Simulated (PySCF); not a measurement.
A calculated (M06-2X, PySCF 2.14, aug-cc-pVDZ, the non-relativistic Hamiltonian (point nucleus)) atom or ion has these occupied shells.

| shell | electrons | orbital energy (eV) | rms radius, mean of both spins (bohr) |
| --- | --- | --- | --- |
| 1s | 2 | -143.33 | 0.484 |

Task: Name the element and its charge.

Result: Be²⁺ (beryllium, charge +2), in 1s2, closed-shell 1S.
